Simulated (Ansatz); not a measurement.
Species: C$_{3}$H$_{6}$O$_{2}$, SMILES `COC(C)=O` (C–O–C–O torsion 0°) (charge 0, multiplicity 1).

### Question
Give a relaxed geometry from B3LYP-D3(BJ)/def2-TZVP (Ansatz, a quantum-chemistry and plane-wave program).

### Answer
Several could match; the one computed here: the end point of this relaxation, one of several conformers (outside a Z-matrix the atoms follow the SMILES, hydrogens last).
Z-matrix (Å, degrees):
```
C
O 1 1.2039
O 1 1.3493 2 123.35
C 3 1.4356 1 115.69 2 -0.05
H 4 1.0864 3 105.62 1 -179.89
H 4 1.0894 5 110.63 3 -119.58
H 4 1.0894 5 110.62 6 -120.84
C 1 1.5038 2 125.65 3 179.95
H 8 1.0861 1 109.50 2 -0.19
H 8 1.0907 9 110.05 1 120.95
H 8 1.0907 9 110.03 10 118.15
```
